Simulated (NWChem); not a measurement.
Molecule: N₂H₃, doublet; SMILES [NH]N

Computed with NWChem. Pople sets run with spherical d functions. Spin-unrestricted. Medium grid unless said otherwise, to which SCAN and Minnesota functionals are sensitive. Geometry: optimised at PBE0-D3(BJ)/def2-TZVP, spin-unrestricted. No stability test was run on the SCF state.

Q: Order these by “highest occupied level (eV)”, lowest first: B3PW91/6-31G*; LC-BLYP (range parameter 0.33 per bohr)/6-31G*; M06-L/6-31G*; TPSSh/6-31G*.

A: LC-BLYP (range parameter 0.33 per bohr)/6-31G* (-7.26), B3PW91/6-31G* (-4.74), TPSSh/6-31G* (-4.15), M06-L/6-31G* (-3.55)
